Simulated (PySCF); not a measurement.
**[Gd(OH)4]− at several levels of theory**

Computed with PySCF 2.14.0 (density fitting, no spin-orbit coupling) at the geometry relaxed with BP86:

```xyz
9
[Gd(OH)4]− (singlet in the valence; each metal's 4f electrons, 7 of them, lie in its core potential, out of spins and levels; a saddle point, relaxed within its symmetry)
Gd    0.0088    0.0024    0.0032
O     1.2511    1.2492    1.2327
H     1.8797    1.6766    1.8292
O    -1.2697   -1.2346    1.2318
H    -2.1729   -1.4075    1.5378
O     1.2261   -1.2699   -1.2369
H     1.4968   -2.0644   -1.7171
O    -1.2621    1.2418   -1.2079
H    -1.6012    2.0187   -1.6729
```

| level | basis | state | HOMO (eV) | gap (eV) | charge on Gd1 (e) | population of f-type functions on Gd1 (polarisation alone where 4f lies in the core) | dipole about the centre of mass (D) | largest force component (eV/Å) |
| --- | --- | --- | --- | --- | --- | --- | --- | --- |
| BP86 | Gd lcecp-1-SVP with ECP53, O def2-SVP, H def2-SVP | singlet | -0.80 | 4.34 | 0.55 | 0.08 | 0.52 | 0.01 |
| BP86 | Gd lcecp-1-TZVP with ECP53, O def2-TZVP, H def2-TZVP | singlet | -1.28 | 4.59 | 1.37 | 0.09 | 0.53 | 0.32 |
| PBE0 | Gd def2-SVP with ECP28, O def2-SVP, H def2-SVP | octet | -1.97 | 5.75 | 1.06 | 7.07 | 0.56 | 0.61 |

In the lcecp rows the 4f levels are missing from HOMO and gap, and the state counts the valence alone.

HOMO and gap are taken over both spins. Charges are Mulliken's, which hang on the basis. The relaxation used the grid (50, 194), these runs (75, 302) or, all-electron (x2c bases, spin-free X2C Hamiltonian), (99, 590).

Question: Order these levels, in the first row's basis, by the HOMO–LUMO gap they give here, smallest first.
A. PBE
B. wB97X
C. TPSSh
D. TPSS

Answer: A (4.13 eV), D (4.41 eV), C (5.30 eV), B (10.39 eV).

Question: And their other results?

Answer: 
```json
{"level": "PBE", "state": "singlet", "HOMO (eV)": "-0.69", "gap (eV)": "4.13", "charge on Gd1 (e)": "0.54", "population of f-type functions on Gd1 (polarisation alone where 4f lies in the core)": "0.08", "dipole about the centre of mass (D)": "0.52", "largest force component (eV/Å)": "0.07"}
{"level": "wB97X", "state": "singlet", "HOMO (eV)": "-4.86", "gap (eV)": "10.39", "charge on Gd1 (e)": "0.82", "population of f-type functions on Gd1 (polarisation alone where 4f lies in the core)": "0.09", "dipole about the centre of mass (D)": "0.55", "largest force component (eV/Å)": "0.69"}
{"level": "TPSS", "state": "singlet", "HOMO (eV)": "-0.76", "gap (eV)": "4.41", "charge on Gd1 (e)": "0.68", "population of f-type functions on Gd1 (polarisation alone where 4f lies in the core)": "0.08", "dipole about the centre of mass (D)": "0.52", "largest force component (eV/Å)": "0.10"}
{"level": "TPSSh", "state": "singlet", "HOMO (eV)": "-1.42", "gap (eV)": "5.30", "charge on Gd1 (e)": "0.78", "population of f-type functions on Gd1 (polarisation alone where 4f lies in the core)": "0.08", "dipole about the centre of mass (D)": "0.53", "largest force component (eV/Å)": "0.31"}
```

In the first row's basis the gap widens with exact exchange: 4.1 to 4.4 eV for PBE, BP86, TPSS (none); 5.3 eV for TPSSh (a fixed share); 10.4 eV for wB97X (rising or full at long range).

An lcecp potential fixes the number of 4f electrons, so in runs with it no electron can move into or out of that shell.

Rows with open f shells in the valence may stand above their lowest state, and their gaps can end on f levels.
